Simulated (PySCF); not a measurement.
This PySCF input asks for the NMR shieldings of SMILES CB(C)[Si]1(B(O)O)CC1, C4H12B2O2Si; the geometry comes from GFN2-xTB.

```python
import basis_set_exchange as bse
import numpy as np
from pyscf import gto, dft
from pyscf.prop import nmr

atoms = """
C    -1.517816    2.106550    0.060853
B    -1.298895    0.545300    0.146456
C    -2.560169   -0.380234    0.359979
Si    0.500115   -0.162124   -0.027714
B     2.195878    0.820909   -0.123944
O     2.115478    2.165566    0.015698
O     3.443514    0.303487   -0.316612
C     0.578697   -1.889086   -0.895410
C     0.719357   -1.980211    0.594188
H    -1.406893    2.417884   -0.979665
H    -2.496080    2.451421    0.391081
H    -0.756717    2.661627    0.607639
H    -3.416765   -0.063554   -0.234139
H    -2.384104   -1.434601    0.160880
H    -2.880434   -0.304794    1.400656
H     2.958836    2.621354   -0.038315
H     3.500563   -0.644539   -0.417562
H    -0.328780   -2.296638   -1.312857
H     1.444031   -2.161036   -1.483561
H    -0.096220   -2.450802    1.120615
H     1.677484   -2.309536    0.971261
"""
names = dict.fromkeys(["C", "B", "Si", "O", "H"], "pcSseg-1")
basis = {el: gto.basis.parse(bse.get_basis(n, elements=[el], fmt="nwchem")) for el, n in names.items()}
mol = gto.M(atom=atoms, basis=basis, charge=0, verbose=0)
mf = dft.RKS(mol, xc="PBE0")
mf.grids.level = 2
mf.grids.alignment = dft.numint.BLKSIZE   # the property module wants whole blocks of grid points
mf.conv_tol = 1e-9
mf.kernel()

calc = nmr.RKS(mf)   # GIAO
C = mf.mo_coeff
Co = C[:, mf.mo_occ > 0]
resp = mf.gen_response(singlet=True, hermi=2)
def vind(x):   # induced exchange potential for any number of trial vectors
    d = np.einsum("pi,xij,qj->xpq", C, 2 * x.reshape(-1, C.shape[1], Co.shape[1]), Co, optimize=True)
    return np.einsum("xpq,pi,qj->xij", resp(d - d.transpose(0, 2, 1)), C, Co, optimize=True).ravel()
mo1, _ = nmr.rhf.solve_mo1(calc, with_cphf=vind)
sigma = calc.kernel(mo1)
for i, s in enumerate(sigma):   # ppm
    w = np.linalg.eigvalsh((s + s.T) / 2)
    print("%2d %-2s iso %8.1f  s11 %8.1f  s22 %8.1f  s33 %8.1f" % (i, mol.atom_pure_symbol(i), w.mean(), *w))
```

Question: Give the expected output.

Answer: 
```
 0 C  iso    162.2  s11    127.3  s22    175.7  s33    183.5
 1 B  iso     -8.4  s11   -103.5  s22    -50.1  s33    128.3
 2 C  iso    169.2  s11    144.6  s22    177.9  s33    185.1
 3 Si iso    551.2  s11    398.0  s22    415.2  s33    840.2
 4 B  iso     67.7  s11     40.0  s22     69.2  s33     94.0
 5 O  iso    187.7  s11     60.6  s22    236.0  s33    266.6
 6 O  iso    193.8  s11     46.5  s22    265.5  s33    269.4
 7 C  iso    178.0  s11    162.5  s22    180.6  s33    190.9
 8 C  iso    179.2  s11    164.7  s22    180.7  s33    192.2
 9 H  iso     30.6  s11     26.5  s22     30.1  s33     35.3
10 H  iso     30.3  s11     26.5  s22     29.3  s33     35.1
11 H  iso     29.4  s11     24.6  s22     30.5  s33     33.0
12 H  iso     30.6  s11     26.7  s22     29.0  s33     36.1
13 H  iso     30.7  s11     25.2  s22     32.4  s33     34.4
14 H  iso     31.1  s11     26.9  s22     29.5  s33     36.9
15 H  iso     26.9  s11     21.5  s22     21.9  s33     37.2
16 H  iso     27.7  s11     20.3  s22     27.7  s33     34.9
17 H  iso     30.7  s11     25.2  s22     27.0  s33     40.0
18 H  iso     31.0  s11     25.7  s22     27.0  s33     40.3
19 H  iso     30.6  s11     24.9  s22     26.9  s33     39.9
20 H  iso     31.0  s11     25.7  s22     27.1  s33     40.4
```

These numbers come from an equivalent density-fitted implementation of the same equations, which agrees with the script to about 0.01 ppm for H and up to a few tenths of a ppm for heavy atoms, so last digits may differ.

Size and cost of the density-fitted run: 220 basis functions, 100 s wall time on 1 thread of an Arm Neoverse N1, shared host; peak memory 1.1 GiB.
